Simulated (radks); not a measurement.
Results of a calculation; reference values are marked as such.
All-electron atom: Fe5+ in [Ar] 3d3. Level of theory: scalar-relativistic Kohn-Sham, r2SCAN, spin-polarised, spherical densities, finite nucleus; open shells are filled with parallel spins first; meta-GGA in the generalised Kohn-Sham scheme; Fermi nuclear charge, rms radius 3.7377 fm (a radial shooting solver on a logarithmic mesh with Libxc functionals).

Unscreened Slater integrals over Kohn-Sham orbitals (hartree). They are taken over the spin-up orbitals.

integral,value
"F0(3d,3d)",1.0612
"F2(3d,3d)",0.51485
"F4(3d,3d)",0.32541
"F0(3d,3p)",1.0823
"F2(3d,3p)",0.52796
"G1(3d,3p)",0.64455
"G3(3d,3p)",0.39989
"F0(3d,3s)",1.1001
"G2(3d,3s)",0.49741
"F0(3d,2p)",1.4284
"F2(3d,2p)",0.29824
"G1(3d,2p)",0.22752
"G3(3d,2p)",0.12924
"F0(3p,3p)",1.1132
"F2(3p,3p)",0.56281
"F0(3p,3s)",1.1308
"G1(3p,3s)",0.75304
"F0(3p,2p)",1.5025
"F2(3p,2p)",0.30832
"G0(3p,2p)",0.12126
"G2(3p,2p)",0.12719
"F0(3s,3s)",1.1502
"F0(3s,2p)",1.5242
"G1(3s,2p)",0.12897
"F0(2p,2p)",3.8777
"F2(2p,2p)",1.8261

Derived for the open shells (J is the average intra-shell exchange parameter used in DFT+U). 3d: Racah B = F2/49 - 5 F4/441 = 0.006818 hartree, C = 35 F4/441 = 0.02583 hartree, C/B = 3.79, F4/F2 = 0.632, J = (F2 + F4)/14 = 0.06002 hartree.
